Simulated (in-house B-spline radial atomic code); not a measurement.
A fraction x of an electron is removed from 2p in Al⁵⁺, starting from [He] 2s2 2p4 and keeping the highest spin. Computed with an all-electron radial atomic-structure program (B-spline basis): scalar-relativistic (X2C) LC-wPBE, spin-polarised, spherical fractional occupations, Fermi nucleus of rms radius 3.061 fm.

Caution: exact exchange at fractional occupations of open shells leaves self-interaction of up to several eV.

```csv
x,E(x) - E(0) (eV),2p down level (eV)
0,0.0000,-170.177
0.06,10.2682,-172.096
0.16,27.6382,-175.303
0.3,52.4963,-179.809
0.46,81.6792,-184.975
0.5,89.1040,-186.268
0.59,105.9994,-189.180
0.67,121.2374,-191.770
0.78,142.5282,-195.332
1,186.2862,-
```

The exact functional would give a straight line between the two integer points. Deviations E(x) - E(0) - x[E(1) - E(0)], in eV: -0.909 at x = 0.06, -2.168 at x = 0.16, -3.39 at x = 0.3, -4.012 at x = 0.46, -4.039 at x = 0.5, -3.909 at x = 0.59, -3.574 at x = 0.67, -2.775 at x = 0.78.

The curve lies below the straight line by up to 4.039 eV (at x = 0.5): convex, the delocalisation error, to which spherically averaged exact exchange adds.

Problem. How well does Slater's transition state (minus the level at half occupation) give the ionisation energy?

Solution. It gives 186.268 eV against 186.286 eV from the two total energies; NIST lists 190.49 eV, ground level to ground level. The end point has an open shell averaged over its orbitals, so its exact exchange keeps a self-interaction and this is no true integer point.
